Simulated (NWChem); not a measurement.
Species: C4H5FO; SMILES COC=C=CF

```xyz
11

C     -1.1010    -1.8069     0.0859
O      0.2731    -1.8951    -0.2008
C      0.9684    -0.7518    -0.1444
C      0.5113     0.4479     0.1599
C      0.1303     1.6532     0.4903
F     -0.3278     2.5539    -0.3872
H     -1.5163    -2.8162    -0.0248
H     -1.2692    -1.4466     1.1154
H     -1.6070    -1.1157    -0.6100
H      2.0231    -0.9167    -0.3937
H      0.1389     2.0541     1.5110
```
Atoms are numbered in this order, from 1.

Geometry: optimised at PBE0/def2-SVP.

Task: Give the principal values of the shielding tensors (ppm) of C1, O2, C3, C4, C5 from B3LYP/6-31G* (spherical d), GIAO (NWChem), with their diamagnetic and paramagnetic parts as GIAO splits them.

Result: 
```json
[
 {"atom": "C1", "σ11": "110.3", "σ22": "118.5", "σ33": "181.5", "isotropic": "136.8", "diamagnetic": "248.9", "paramagnetic": "-112.2"},
 {"atom": "O2", "σ11": "151.9", "σ22": "236.8", "σ33": "318.2", "isotropic": "235.6", "diamagnetic": "392.8", "paramagnetic": "-157.2"},
 {"atom": "C3", "σ11": "0.7", "σ22": "80.7", "σ33": "121.5", "isotropic": "67.7", "diamagnetic": "263.4", "paramagnetic": "-195.7"},
 {"atom": "C4", "σ11": "-17.9", "σ22": "37.5", "σ33": "48.3", "isotropic": "22.6", "diamagnetic": "246.2", "paramagnetic": "-223.6"},
 {"atom": "C5", "σ11": "0.9", "σ22": "87.4", "σ33": "107.0", "isotropic": "65.1", "diamagnetic": "262.2", "paramagnetic": "-197.1"}
]
```
